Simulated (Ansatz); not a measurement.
`[SiH3][Sb]([SiH3])[Cl]` + H₂ → `[SiH3][SbH][Cl]` + SiH₄ at 500 K and 1 bar (hydrogenolysis of the Sb–Si bond).

Isolated molecules relaxed with PBE0-D4/def2-TZVP in Ansatz; ΔE leaves out vibrations. CBS: MP2 limit from def2 TZ/QZ plus the TZ coupled-cluster correction, frozen cores. This one scheme is used for every species. def2 core potentials past Kr. For Sb outer-core shells are correlated without core-valence functions, which leaves a few kJ/mol of doubt a bond.

```csv
species,CCSD(T)/CBS energy (Eh),H − E (kJ/mol),S (J/(mol·K))
`[SiH3][Sb]([SiH3])[Cl]`,-1281.59882,188.2,482.1
H₂,-1.17544,41.0,145.5
`[SiH3][SbH][Cl]`,-991.30233,124.5,394.2
SiH₄,-291.46306,102.4,230.9
```

H − E and S are ideal-gas, rigid-rotor, harmonic terms from PBE0-D4/def2-TZVP, for one conformer and one mirror image of each species. For small species the MP2-based limit differs from directly extrapolated CCSD(T) by up to some mEh (0.8 for H₂); such offsets cancel only in part. 1 Eh = 2625.50 kJ/mol, R = 8.31446 J/(mol·K).

By hand: ΔE, ΔH, ΔS and ΔG.

ΔE = (-991.30233) + (-291.46306) − (-1281.59882) − (-1.17544) = 0.00887 Eh = 23.3 kJ/mol. Δ(H − E) = 124.5 + 102.4 − 188.2 − 41.0 = -2.3, so ΔH = 21.0 kJ/mol. ΔS = 394.2 + 230.9 − 482.1 − 145.5 = -2.5 J/(mol·K). ΔG = 21.0 − 500 × (-2.5)/1000 = 22.2 kJ/mol.

By hand: the equilibrium constant, and the temperature at which ΔG would vanish if ΔH and ΔS stayed fixed.

log₁₀ K = −ΔG/(RT ln 10) = -2.3. ΔH and −TΔS have one sign here, so there is no such temperature.

The number of gas molecules stays the same, so ΔS is small and ΔH decides. A doubt of 5 kJ/mol in ΔE shifts log₁₀ K by 0.5 here. Other conformers and mirror images would add mixing entropy, several J/(mol·K) or more a flexible species. These are equilibria of isolated gas molecules and say nothing of rates. Largest T1 diagnostic: 0.013 (customary marks: 0.02 for closed shells, 0.045 for open ones).

ΔS is within the doubt of such terms, so its sign, and with it that verdict, could turn.
